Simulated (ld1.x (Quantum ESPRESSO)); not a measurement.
## What one change does to a pseudopotential (oxygen (O), TM)

oxygen, norm-conserving Troullier–Martins (Kleinman–Bylander form), made with ld1.x (Quantum ESPRESSO) 7.5 (PBEsol, non-relativistic). Core [He], reference 2s2 2p4. Waves: 2s (bound): rc 0.55 bohr; 2p (bound): rc 1.35 bohr; 3d channel at 0.5 Ry: rc 1.30 bohr. Local part: all-electron potential smoothed inside 0.95 bohr (lloc = -1). Core correction: none.

All-electron outer shells of the reference configuration (PBEsol, non-relativistic, ld1.x):

```csv
shell,level (eV),outermost node (bohr),outermost maximum (bohr)
2s,-23.76,0.28,0.88
2p,-8.98,–,0.82
```

Change: core correction a·sin(br)/r model core inside 0.58 bohr.

Cutoffs: the cutoffs (Ry, on a coarse ladder) from which the occupation-weighted sum of valence levels, in a spherical-Bessel basis at the reference potential, stays within 10 and 1 mRy of its value at 400 Ry; they do not see the model core or the augmentation charge, which bear on the density cutoff. Errors are all-electron minus pseudo energies relative to the spin-unpolarised reference configuration.

Q: What does the change do?

A: Of the 7 tests that both files solve, the error grows in 1 and shrinks in 1 by more than 15 % and 0.3 meV (median size 10.8 → 13.6 meV); neither file shows a bound ghost. A model core, the more so a compact one, raises the density cutoff, which this test does not measure.

| quantity | base | changed |
| --- | --- | --- |
| cutoff, loose | 260 Ry | 260 Ry |
| cutoff, tight | over 300 Ry | over 300 Ry |
| bound ghosts | none | none |
| error for 2s2 2p3, meV [ΔE 16.37 eV] | +11 | +9.4 |
| error for 2s2 2p2, meV [ΔE 49.85 eV] | +112 | +101 |
| error for 2s2 2p1, meV [ΔE 103.56 eV] | +517 | +469 |
| error for 2s2 2p3.5, meV [ΔE 6.26 eV] | +1.4 | +1.2 |
| error for 2s2 2p4.3, meV [ΔE -2.11 eV] | +0.1 | +0.1 |
| error for 2s1 2p4, meV [ΔE 31.45 eV] | -1.8 | -14 |
| error for 2s0 2p6, meV [ΔE 29.64 eV] | +154 | +79 |
| s: phases at 1.50 bohr within 0.05 rad from the reference energy up to (Ry; the scan ends near 5) | to the end of the scan | to the end of the scan |
| p: phases at 1.50 bohr within 0.05 rad from the reference energy up to (Ry; the scan ends near 5) | to the end of the scan | to the end of the scan |
| d: phases at 1.50 bohr within 0.05 rad from the reference energy up to (Ry; the scan ends near 5) | to the end of the scan | to the end of the scan |
